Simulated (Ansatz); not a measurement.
Input and output for `N/C(F)=[C](\O)[GaH2]`.

```yaml
crystal:
  periodic: [false, false, false]
  atoms:
    - {symbol: N, position_ang: [0.269337, 1.890949, -0.922290]}
    - {symbol: C, position_ang: [-0.346377, 0.742195, -0.535978]}
    - {symbol: F, position_ang: [-1.602199, 0.665113, -0.975872]}
    - {symbol: C, position_ang: [0.174014, -0.222658, 0.247581]}
    - {symbol: O, position_ang: [1.506091, 0.018983, 0.586865]}
    - {symbol: Ga, position_ang: [-0.808283, -1.766394, 0.842824]}
    - {symbol: H, position_ang: [1.263533, 1.895567, -0.755498]}
    - {symbol: H, position_ang: [-0.024761, 2.278443, -1.804299]}
    - {symbol: H, position_ang: [1.824158, -0.717078, 1.112352]}
    - {symbol: H, position_ang: [-2.303305, -2.023099, 0.489637]}
    - {symbol: H, position_ang: [0.047773, -2.762010, 1.714690]}
basis:
  gaussian: {orbitals: def2-mTZVPP}
total_charge: 1
magnetization: {spin_polarized: true, initial_magnetization: 1}
hamiltonian: {xc: {name: r2SCANh}, dispersion: d3bjatm}
```

```sh
$ ansatz run in.yaml --threads 4 --pin off --events-out ev --progress --plain --max-ram 10444MiB
```

Output, abridged:

```
Functional definition: r2SCANh
  name "r2SCANh"
  cite "Bursch, Neugebauer, Ehlert & Grimme, J. Chem. Phys. 156, 134105 (2022) doi:10.1063/5.0086040"
  cite "Furness, Kaplan, Ning, Perdew & Sun, J. Phys. Chem. Lett. 11, 8208 (2020) doi:10.1021/acs.jpclett.0c02405"
  cite "Furness, Kaplan, Ning, Perdew & Sun, J. Phys. Chem. Lett. 11, 9248 (2020) doi:10.1021/acs.jpclett.0c03077"
  parent r2scan
  parameter a = 0.1
  parameter k0 = 0.174
  parameter k1 = 0.065
  parameter a1 = 4.9479
  exchange = (1 - a)*r2scan_x(k0 = k0, k1 = k1, a1 = a1) + a*exact_x
  correlation = r2scan_c
1504 factors; their error is unknown
mean field evaluation 1: about -60753.9366 eV, gradient 6.9e1 eV
mean field evaluation 2: about -60590.9638 eV, gradient 1.7e2 eV
mean field evaluation 4: about -60772.8536 eV, gradient 2.7e1 eV
mean field evaluation 8: about -60776.4188 eV, gradient 8.1e-1 eV
mean field evaluation 16: about -60776.5025 eV, gradient 7.7e-3 eV
mean field -60776.50251293 eV, -2233.4952715573 hartree, gradient 8.1e-5 eV, S^2 0.755816; 0 other end points of the search recorded, 0 dependent functions left out
reference -60776.50252566 eV, -2233.4952720250 hartree; 36, 35 occupied and 135, 136 virtual orbitals, 1504 factors
Total energy: -60776.56779538 eV, -2233.4976706431 hartree
```

It took 6 s on 4 threads of an Intel Xeon on a shared host, with 0.76 GiB of host memory at the peak.
